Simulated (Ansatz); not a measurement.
Reaction (formal hydrolysis of a Ge–B bond): `[BH2][GeH2][BH]N` + H₂O → `[BH2][GeH2][OH]` + `BN`

Isolated molecules relaxed with PBE0-D4/def2-TZVP in Ansatz; ΔE leaves out vibrations. CCSD(T)/CBS is the MP2 limit (def2-TZVPP, def2-QZVPP) plus CCSD(T) − MP2 in def2-TZVPP, frozen cores. This one scheme is used for every species. DFT in def2-TZVPP. B3LYP here is the variant with VWN-RPA as its local correlation; programs differ in this. For Ge outer-core shells are correlated without core-valence functions, which leaves a few kJ/mol of doubt a bond. Scalar relativity is left out up to krypton. One conformer a species, not always the lowest.

`[BH2][GeH2][BH]N`:

```xyz
11

B    -1.999    0.229   -0.990
Ge    0.040    0.389   -0.990
B     0.780   -0.758    0.574
N     1.356   -0.146    1.673
H    -2.681    1.015   -0.401
H    -2.539   -0.697   -1.519
H     0.503    1.855   -0.810
H     0.641   -0.123   -2.316
H     0.712   -1.953    0.558
H     1.727   -0.662    2.455
H     1.460    0.851    1.765
```

H₂O:

Cartesian coordinates in Å:
```
O 0.068 -0.030 0.382
H 0.069 -0.736 -0.268
H -0.137 0.765 -0.114
```

`[BH2][GeH2][OH]`:

Cartesian coordinates in Å:
```
B 1.331 -0.688 -0.416
Ge -0.558 -0.087 0.103
O -0.512 1.674 0.429
H 2.238 0.085 -0.468
H 1.533 -1.837 -0.674
H -1.077 -0.813 1.369
H -1.587 -0.357 -1.022
H -1.369 2.023 0.680
```

`BN`:

Z-matrix (Å, degrees):
```
B
N 1 1.385
H 1 1.197 2 119.0
H 1 1.197 2 119.0 3 -180.0
H 2 1.006 1 123.2 3 -0.0
H 2 1.006 1 123.2 3 180.0
```

**Question.** Is it downhill or uphill in electronic energy at CCSD(T)/CBS, and by how much? (An estimate is asked.)

**Answer.** Ansatz gave: Downhill: ΔE = -0.15 eV.

**Question.** What do these levels give: revPBE-D4, B3LYP-D4, B2PLYP, r2SCANh, CAM-B3LYP, CCSD/def2-SVP? (Best estimate.)

**Answer.** Computed: revPBE-D4 -0.10, B3LYP-D4 -0.25, B2PLYP -0.30, r2SCANh -0.20, CAM-B3LYP -0.34, CCSD/def2-SVP -0.30 eV.

Largest T1 diagnostic among the species: 0.014.

At CCSD(T), def2-SVP lies −0.13 eV from the extrapolated value and def2-TZVPP −0.06 eV. In def2-TZVPP, CCSD(T) changes the Hartree–Fock value by +0.32 eV (the triples alone add +0.03 eV) and MP2 by +0.30 eV.
